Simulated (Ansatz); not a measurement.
BH$_{4}$OSSi (`[SiH3]O[B]S`) radical at its PBE0-D4/def2-TZVP geometry, where that method's forces vanish. Total charge 0; spin multiplicity 2.

```xyz
8

Si    0.7497   -0.6471    1.1821
O     0.4277    0.1665   -0.2334
B    -0.7281    0.4435   -0.8387
S    -0.8390    1.3545   -2.3826
H     2.2227   -0.6707    1.3170
H     0.2108   -2.0254    1.0970
H     0.1332    0.0752    2.3202
H    -2.1770    1.3035   -2.4615
```

Q: What forces (eV/Å) does PBE-D4/def2-TZVPP give on these atoms in Ansatz? (An estimate is asked.)

A: Computed: 
```
Si1  0.049 -0.170  0.293
O2   0.344  0.135 -0.186
B3  -0.424  0.012 -0.075
S4   0.242  0.113 -0.160
H5   0.158 -0.001  0.012
H6  -0.053 -0.151 -0.004
H7  -0.061  0.076  0.127
H8  -0.254 -0.013 -0.009
```
